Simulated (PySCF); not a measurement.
BeFGeH3, SMILES [F][Be][GeH3]. Atoms are numbered in the order given.

```xyz
6

Be     0.0000     0.0000    -1.3787
F      0.0000     0.0000    -2.7505
Ge     0.0000     0.0000     0.8148
H      1.2365     0.7139     1.3983
H     -1.2365     0.7139     1.3983
H      0.0000    -1.4277     1.3983
```
Charge 0, spin multiplicity 1.

Geometry optimised at B3LYP-D3(BJ)/def2-TZVP.

Calculation: B3LYP-D3(BJ)/def2-TZVP (PySCF).

Frequencies are harmonic and unscaled.

Modes within 1.5 cm⁻¹ of each other (mostly degenerate sets) share a row, with their intensities summed.

Estimate the vibrational spectrum. (Estimate from the structure and the level; the computed values follow.)


| mode | ν (cm⁻¹) | IR (km/mol) | Raman (Å⁴/amu) | depolarisation | moving atoms (share of kinetic energy) |
|---|---|---|---|---|---|
| 1–2 | 208 | 83.7 | 4.5 | 0.75 | Be 59 %, H 25 %, F 15 % |
| 3 | 329 | 1.1 | 12.1 | 0.11 | F 57 %, Ge 26 %, Be 17 % |
| 4–5 | 461 | 0.7 | 1.2 | 0.75 | H 70 %, Be 24 % |
| 6 | 805 | 136.3 | 4.9 | 0.72 | H 97 % |
| 7–8 | 891 | 73.1 | 36.8 | 0.75 | H 99 % |
| 9 | 1322 | 194.8 | 6.3 | 0.04 | Be 75 %, F 25 % |
| 10 | 2109 | 53.8 | 290.6 | 0.01 | H 99 % |
| 11–12 | 2111 | 250.6 | 274.3 | 0.75 | H 98 % |
